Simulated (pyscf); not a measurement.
O=B–Cl, singlet

Gas-phase minimum from PySCF at ωB97X-D3(BJ)/def2-SVP, one conformer. 

SMILES: O=BCl
```xyz
3

O      1.4298     1.7658    -0.3894
B      0.7774     0.7905    -0.1161
Cl    -0.1392    -0.5803     0.2675
```

Bonded distances (Å): O1–B2 1.205, B2–Cl3 1.693. Bond angles (°): O1–B2–Cl3 180.0.

Properties at ωB97X-D3(BJ)/def2-SVP:

```yaml
harmonic_wavenumbers_unscaled: 409, 409, 700, 2089 cm⁻¹
zero_point_energy: 5.2 kcal/mol
rotational_symmetry_number: 1
Entropy of this conformer at 298 K and 1 atm, rigid rotor and harmonic oscillator, modes under 100 cm⁻¹ raised to 100: 236.7 J/(mol K)
dipole_moment: 2.44 D
```

Single-point totals, which compare only within one level (frozen core for MP2 and CC):

```tsv
level	total energy (hartree)
ωB97X-D3(BJ)/def2-TZVP	-560.43439
PBE/def2-TZVP	-560.10558
r²SCAN/def2-TZVP	-560.32429
B3LYP-D3(BJ)/def2-TZVP	-560.42975
PBE0-D3(BJ)/def2-TZVP	-560.14087
M06-2X/def2-TZVP	-560.35654
ωB97M-D3(BJ)/def2-TZVP	-560.48791
HF/def2-TZVPP	-559.18119
MP2/def2-TZVPP	-559.68967
CCSD/def2-TZVPP	-559.70218
CCSD(T)/def2-TZVPP	-559.72609
```

The CCSD(T) − MP2 part came from Ansatz, without density fitting, on the same reference.
